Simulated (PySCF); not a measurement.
F3Ti, doublet, at a GFN2-xTB geometry (such geometries of metal compounds can be far from the true shape). Base run: HF/STO-3G run with PySCF.

The PySCF input:
```python
from pyscf import gto, scf

mol = gto.M(
    atom='''
Ti    0.00000000   -0.00000000   -0.00000000
F    -1.44890707   -0.87306393    0.07165357
F     0.02042256    1.55241999   -0.67548625
F     1.42848452   -0.67935606    0.60383267
''',
    basis='sto-3g',
    spin=1,
    verbose=4,
)

mf = scf.UHF(mol)
mf.kernel()
mf.analyze()
```

Variants of this job, named by their change:

```json
[
 {"change": "base", "ΔE vs base (mEh)": "0.000", "fitting functions": "-", "outcome": "converged"},
 {"change": "auxbasis = default (with mf = mf.density_fit())", "ΔE vs base (mEh)": "-0.536", "fitting functions": "495", "outcome": "converged"},
 {"change": "exchange = seminumerical (SGX) (with mf = sgx.sgx_fit(mf, auxbasis='def2-universal-jfit'); with mf.with_df.dfj = True)", "ΔE vs base (mEh)": "-17.951", "fitting functions": "236", "outcome": "converged"},
 {"change": "auxbasis = def2-universal-jfit", "ΔE vs base (mEh)": "3621.8", "fitting functions": "236", "outcome": "converged"},
 {"change": "only_dfj = on; auxbasis = def2-universal-jfit", "ΔE vs base (mEh)": "-17.978", "fitting functions": "236", "outcome": "converged"},
 {"change": "auxbasis = cc-pvtz-jkfit", "ΔE vs base (mEh)": "-", "fitting functions": "-", "outcome": "input refused"},
 {"change": "auxbasis = cc-pvtz-ri", "ΔE vs base (mEh)": "-", "fitting functions": "-", "outcome": "input refused"},
 {"change": "auxbasis = even-tempered beta=2.0", "ΔE vs base (mEh)": "1.549", "fitting functions": "335", "outcome": "converged"},
 {"change": "auxbasis = def2-universal-jkfit", "ΔE vs base (mEh)": "-0.536", "fitting functions": "495", "outcome": "converged"},
 {"change": "auxbasis = cc-pvqz-jkfit", "ΔE vs base (mEh)": "-", "fitting functions": "-", "outcome": "input refused"}
]
```

A fitting set is made for a task (jfit for Coulomb, jkfit for Coulomb and exchange, ri for correlation) and for a family of orbital bases.

Open shells are given as the SCF converged; they aren't shown to be the lowest states, and a large step between rows can be another state.

- auxbasis = cc-pvtz-jkfit: ended with `pyscf.lib.exceptions.BasisNotFoundError: Basis set not found for Ti in cc-pvtz-jkfit`
- auxbasis = cc-pvtz-ri: ended with `pyscf.lib.exceptions.BasisNotFoundError: Basis set not found for Ti in cc-pvtz-ri`
- auxbasis = cc-pvqz-jkfit: ended with `pyscf.lib.exceptions.BasisNotFoundError: Basis set not found for Ti in cc-pvqz-jkfit`
